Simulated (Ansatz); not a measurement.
`[AlH2][O][SnH2][SiH3]` + `CC` → `C[CH2][SnH2][SiH3]` + `[OH][AlH2]`  (formal exchange of groups at the Sn–O bond)

Gas-phase electronic energies from Ansatz, PBE0-D4/def2-TZVP geometries. CCSD(T)/CBS adds triple-zeta CCSD(T) − MP2 to the extrapolated MP2 energy (def2 sets, frozen cores). This one scheme is used for every species. Functionals use def2-TZVPP. Elements past krypton have def2 core potentials. For Sn outer-core shells are correlated without core-valence functions, which leaves a few kJ/mol of doubt a bond. One conformer a species, not always the lowest.

(1) Is it downhill or uphill in electronic energy at CCSD(T)/CBS, and by how much? (Best estimate.)

(2) What do these levels give: PBE-D4, PBE0-D4, ωB97M-V, B2PLYP, PBE, PBE0, MP2/def2-TZVPP, SCS-MP2/def2-TZVPP, CCSD(T)/def2-TZVPP, HF/def2-QZVPP, HF/CBS(def2), CCSD/CBS(def2)? (An estimate is asked.)

Largest T1 diagnostic among the species: 0.014.

Results:

(1) Computed: Uphill: ΔE = +0.56 eV.

(2) Computed: PBE-D4 0.53, PBE0-D4 0.53, ωB97M-V 0.57, B2PLYP 0.63, PBE 0.54, PBE0 0.54, MP2/def2-TZVPP 0.51, SCS-MP2/def2-TZVPP 0.59, CCSD(T)/def2-TZVPP 0.55, HF/def2-QZVPP 0.79, HF/CBS(def2) 0.79, CCSD/CBS(def2) 0.58 eV.

In def2-TZVPP, CCSD(T) changes the Hartree–Fock value by −0.22 eV (the triples alone add −0.01 eV) and MP2 by −0.25 eV.
